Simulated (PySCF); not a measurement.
AlF₂HO.

```xyz
5

Al    -0.0062    -0.0131     0.0000
F      1.5597    -0.5379     0.0000
F     -1.2072    -1.1410     0.0000
O     -0.4120     1.6164     0.0000
H      0.2045     2.3494     0.0000
```

The structure is a stationary point at PBE0-D3(BJ)/def2-SVP. Other conformers were not sampled.

Level of theory: PySCF with KT2/pcSseg-2. Non-relativistic, no solvent.

Computed absolute GIAO shielding of each atom: isotropic value and principal components (ppm):
| atom | σ(iso) | σ11 | σ22 | σ33 | span |
|---|---|---|---|---|---|
| Al1 | 490.4 | 415.7 | 503.3 | 552.3 | 136.5 |
| F2 | 366.1 | 320.8 | 329.2 | 448.3 | 127.4 |
| F3 | 382.8 | 343.7 | 344.6 | 460.2 | 116.4 |
| O4 | 317.3 | 296.3 | 301.6 | 353.9 | 57.6 |
| H5 | 29.9 | 22.1 | 23.5 | 44.2 | 22.1 |
